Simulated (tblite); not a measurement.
Parent: `[cH:1]1[cH:2][o:3][c:4](-[c:5]2[cH:6][cH:7][cH:8][o:9]2)[cH:10]1` with O3–C4–C5–C6 0°, C8H6O2.

Structures optimised with GFN2-xTB, isolated species. One conformer each, not checked by frequencies here.

| coordinate of the parent | value |
| --- | --- |
| C1–C2 | 1.361 Å |
| C2–O3 | 1.344 Å |
| O3–C4 | 1.352 Å |
| C4–C5 | 1.436 Å |
| C5–C6 | 1.373 Å |
| C6–C7 | 1.412 Å |
| C7–C8 | 1.361 Å |
| C8–O9 | 1.344 Å |
| C4–C10 | 1.373 Å |
| C1–C10 | 1.412 Å |
| C5–O9 | 1.352 Å |
| C2–C1–C10 | 106.0° |
| C1–C2–O3 | 110.9° |
| C2–O3–C4 | 107.0° |
| O3–C4–C5 | 119.1° |
| O3–C4–C10 | 110.0° |
| C5–C4–C10 | 130.9° |
| C4–C5–C6 | 131.0° |
| C4–C5–O9 | 119.0° |
| C6–C5–O9 | 110.0° |
| C5–C6–C7 | 106.0° |
| C6–C7–C8 | 106.0° |
| C7–C8–O9 | 110.9° |
| C5–O9–C8 | 107.0° |
| C1–C10–C4 | 106.0° |

**Question.** How does the shared frame change in `[F:1][c:2]1[cH:3][cH:4][o:5][c:6]1-[c:7]1[cH:8][cH:9][cH:10][o:11]1` with O5–C6–C7–C8 180°, C8H5FO2? Atoms pair as C1 = C3, C2 = C4, O3 = O5, C4 = C6, C5 = C7, C6 = C8, C7 = C9, C8 = C10, O9 = O11, C10 = C2 (parent first).

**Answer.** 
```json
{"parent": "C1–C2", "relative": "C3–C4", "value in the relative": "1.363 Å", "change": "+0.002"}
{"parent": "C2–O3", "relative": "C4–O5", "value in the relative": "1.341 Å", "change": "-0.003"}
{"parent": "O3–C4", "relative": "O5–C6", "value in the relative": "1.350 Å", "change": "-0.002"}
{"parent": "C4–C5", "relative": "C6–C7", "value in the relative": "1.436 Å", "change": "0.000"}
{"parent": "C5–C6", "relative": "C7–C8", "value in the relative": "1.374 Å", "change": "+0.001"}
{"parent": "C6–C7", "relative": "C8–C9", "value in the relative": "1.411 Å", "change": "-0.001"}
{"parent": "C7–C8", "relative": "C9–C10", "value in the relative": "1.362 Å", "change": "+0.001"}
{"parent": "C8–O9", "relative": "C10–O11", "value in the relative": "1.341 Å", "change": "-0.003"}
{"parent": "C4–C10", "relative": "C6–C2", "value in the relative": "1.378 Å", "change": "+0.005"}
{"parent": "C1–C10", "relative": "C3–C2", "value in the relative": "1.410 Å", "change": "-0.002"}
{"parent": "C5–O9", "relative": "C7–O11", "value in the relative": "1.351 Å", "change": "-0.001"}
{"parent": "C2–C1–C10", "relative": "C4–C3–C2", "value in the relative": "104.7°", "change": "-1.3"}
{"parent": "C1–C2–O3", "relative": "C3–C4–O5", "value in the relative": "111.3°", "change": "+0.4"}
{"parent": "C2–O3–C4", "relative": "C4–O5–C6", "value in the relative": "108.0°", "change": "+1.0"}
{"parent": "O3–C4–C5", "relative": "O5–C6–C7", "value in the relative": "121.2°", "change": "+2.1"}
{"parent": "O3–C4–C10", "relative": "O5–C6–C2", "value in the relative": "108.3°", "change": "-1.7"}
{"parent": "C5–C4–C10", "relative": "C7–C6–C2", "value in the relative": "130.6°", "change": "-0.3"}
{"parent": "C4–C5–C6", "relative": "C6–C7–C8", "value in the relative": "130.0°", "change": "-1.0"}
{"parent": "C4–C5–O9", "relative": "C6–C7–O11", "value in the relative": "119.9°", "change": "+0.9"}
{"parent": "C6–C5–O9", "relative": "C8–C7–O11", "value in the relative": "110.1°", "change": "+0.1"}
{"parent": "C5–C6–C7", "relative": "C7–C8–C9", "value in the relative": "105.9°", "change": "-0.1"}
{"parent": "C6–C7–C8", "relative": "C8–C9–C10", "value in the relative": "106.1°", "change": "+0.1"}
{"parent": "C7–C8–O9", "relative": "C9–C10–O11", "value in the relative": "110.9°", "change": "0.0"}
{"parent": "C5–O9–C8", "relative": "C7–O11–C10", "value in the relative": "107.0°", "change": "0.0"}
{"parent": "C1–C10–C4", "relative": "C3–C2–C6", "value in the relative": "107.8°", "change": "+1.8"}
```

Of the parent's bonds, C4–C10 changes most (+0.005 Å). Bonds of the relative outside the shared frame: F1–C2 1.337 Å. Point group C2h → Cs.

**Question.** How does the shared frame change in `[OH:1][c:2]1[cH:3][cH:4][c:5](-[c:6]2[cH:7][cH:8][cH:9][o:10]2)[o:11]1` with H–O1–C2–C3 180°, C4–C5–C6–C7 179°, C8H6O3? Atoms pair as C1 = C3, C2 = C2, O3 = O11, C4 = C5, C5 = C6, C6 = C7, C7 = C8, C8 = C9, O9 = O10, C10 = C4 (parent first).

**Answer.** 
| parent | relative | value in the relative | change |
| --- | --- | --- | --- |
| C1–C2 | C3–C2 | 1.363 Å | +0.002 |
| C2–O3 | C2–O11 | 1.347 Å | +0.003 |
| O3–C4 | O11–C5 | 1.368 Å | +0.016 |
| C4–C5 | C5–C6 | 1.433 Å | -0.003 |
| C5–C6 | C6–C7 | 1.374 Å | +0.001 |
| C6–C7 | C7–C8 | 1.412 Å | 0.000 |
| C7–C8 | C8–C9 | 1.361 Å | 0.000 |
| C8–O9 | C9–O10 | 1.345 Å | +0.001 |
| C4–C10 | C5–C4 | 1.369 Å | -0.004 |
| C1–C10 | C3–C4 | 1.415 Å | +0.003 |
| C5–O9 | C6–O10 | 1.352 Å | 0.000 |
| C2–C1–C10 | C2–C3–C4 | 105.5° | -0.5 |
| C1–C2–O3 | C3–C2–O11 | 111.5° | +0.6 |
| C2–O3–C4 | C2–O11–C5 | 106.6° | -0.4 |
| O3–C4–C5 | O11–C5–C6 | 118.6° | -0.5 |
| O3–C4–C10 | O11–C5–C4 | 109.6° | -0.4 |
| C5–C4–C10 | C6–C5–C4 | 131.8° | +0.9 |
| C4–C5–C6 | C5–C6–C7 | 131.1° | +0.1 |
| C4–C5–O9 | C5–C6–O10 | 119.0° | 0.0 |
| C6–C5–O9 | C7–C6–O10 | 110.0° | 0.0 |
| C5–C6–C7 | C6–C7–C8 | 106.1° | +0.1 |
| C6–C7–C8 | C7–C8–C9 | 106.1° | +0.1 |
| C7–C8–O9 | C8–C9–O10 | 110.9° | 0.0 |
| C5–O9–C8 | C6–O10–C9 | 107.0° | 0.0 |
| C1–C10–C4 | C3–C4–C5 | 106.9° | +0.9 |

Of the parent's bonds, O3–C4 changes most (+0.016 Å). Bonds of the relative outside the shared frame: O1–C2 1.341 Å. Point group C2h → Cs.

**Question.** How does the shared frame change in `[SiH3:1][c:2]1[cH:3][cH:4][o:5][c:6]1-[c:7]1[cH:8][cH:9][cH:10][o:11]1` with O5–C6–C7–C8 0°, C8H8O2Si? Atoms pair as C1 = C3, C2 = C4, O3 = O5, C4 = C6, C5 = C7, C6 = C8, C7 = C9, C8 = C10, O9 = O11, C10 = C2 (parent first).

**Answer.** 
| parent | relative | value in the relative | change |
| --- | --- | --- | --- |
| C1–C2 | C3–C4 | 1.359 Å | -0.002 |
| C2–O3 | C4–O5 | 1.347 Å | +0.003 |
| O3–C4 | O5–C6 | 1.352 Å | 0.000 |
| C4–C5 | C6–C7 | 1.432 Å | -0.004 |
| C5–C6 | C7–C8 | 1.373 Å | 0.000 |
| C6–C7 | C8–C9 | 1.412 Å | 0.000 |
| C7–C8 | C9–C10 | 1.361 Å | 0.000 |
| C8–O9 | C10–O11 | 1.344 Å | 0.000 |
| C4–C10 | C6–C2 | 1.377 Å | +0.004 |
| C1–C10 | C3–C2 | 1.420 Å | +0.008 |
| C5–O9 | C7–O11 | 1.351 Å | -0.001 |
| C2–C1–C10 | C4–C3–C2 | 106.9° | +0.9 |
| C1–C2–O3 | C3–C4–O5 | 110.8° | -0.1 |
| C2–O3–C4 | C4–O5–C6 | 106.4° | -0.6 |
| O3–C4–C5 | O5–C6–C7 | 120.1° | +1.0 |
| O3–C4–C10 | O5–C6–C2 | 111.3° | +1.3 |
| C5–C4–C10 | C7–C6–C2 | 128.7° | -2.2 |
| C4–C5–C6 | C6–C7–C8 | 132.2° | +1.2 |
| C4–C5–O9 | C6–C7–O11 | 117.8° | -1.2 |
| C6–C5–O9 | C8–C7–O11 | 110.0° | 0.0 |
| C5–C6–C7 | C7–C8–C9 | 106.0° | 0.0 |
| C6–C7–C8 | C8–C9–C10 | 106.1° | +0.1 |
| C7–C8–O9 | C9–C10–O11 | 110.7° | -0.2 |
| C5–O9–C8 | C7–O11–C10 | 107.2° | +0.2 |
| C1–C10–C4 | C3–C2–C6 | 104.6° | -1.4 |

Of the parent's bonds, C1–C10 changes most (+0.008 Å). Bonds of the relative outside the shared frame: Si1–C2 1.869 Å. Point group C2h → Cs.

**Question.** How does the shared frame change in `[F:1][c:2]1[cH:3][o:4][c:5](-[c:6]2[cH:7][cH:8][cH:9][o:10]2)[cH:11]1` with O4–C5–C6–C7 0°, C8H5FO2? Atoms pair as C1 = C2, C2 = C3, O3 = O4, C4 = C5, C5 = C6, C6 = C7, C7 = C8, C8 = C9, O9 = O10, C10 = C11 (parent first).

**Answer.** 
| parent | relative | value in the relative | change |
| --- | --- | --- | --- |
| C1–C2 | C2–C3 | 1.364 Å | +0.003 |
| C2–O3 | C3–O4 | 1.345 Å | +0.001 |
| O3–C4 | O4–C5 | 1.351 Å | -0.001 |
| C4–C5 | C5–C6 | 1.436 Å | 0.000 |
| C5–C6 | C6–C7 | 1.374 Å | +0.001 |
| C6–C7 | C7–C8 | 1.411 Å | -0.001 |
| C7–C8 | C8–C9 | 1.362 Å | +0.001 |
| C8–O9 | C9–O10 | 1.342 Å | -0.002 |
| C4–C10 | C5–C11 | 1.374 Å | +0.001 |
| C1–C10 | C2–C11 | 1.410 Å | -0.002 |
| C5–O9 | C6–O10 | 1.352 Å | 0.000 |
| C2–C1–C10 | C3–C2–C11 | 107.8° | +1.8 |
| C1–C2–O3 | C2–C3–O4 | 109.2° | -1.7 |
| C2–O3–C4 | C3–O4–C5 | 107.7° | +0.7 |
| O3–C4–C5 | O4–C5–C6 | 119.0° | -0.1 |
| O3–C4–C10 | O4–C5–C11 | 110.5° | +0.5 |
| C5–C4–C10 | C6–C5–C11 | 130.4° | -0.5 |
| C4–C5–C6 | C5–C6–C7 | 130.9° | -0.1 |
| C4–C5–O9 | C5–C6–O10 | 119.0° | 0.0 |
| C6–C5–O9 | C7–C6–O10 | 110.0° | 0.0 |
| C5–C6–C7 | C6–C7–C8 | 106.0° | 0.0 |
| C6–C7–C8 | C7–C8–C9 | 106.0° | 0.0 |
| C7–C8–O9 | C8–C9–O10 | 110.9° | 0.0 |
| C5–O9–C8 | C6–O10–C9 | 107.0° | 0.0 |
| C1–C10–C4 | C2–C11–C5 | 104.7° | -1.3 |

No shared bond changes by more than 0.004 Å. Bonds of the relative outside the shared frame: F1–C2 1.336 Å. Point group C2h → Cs.

All values are computed, not measured.
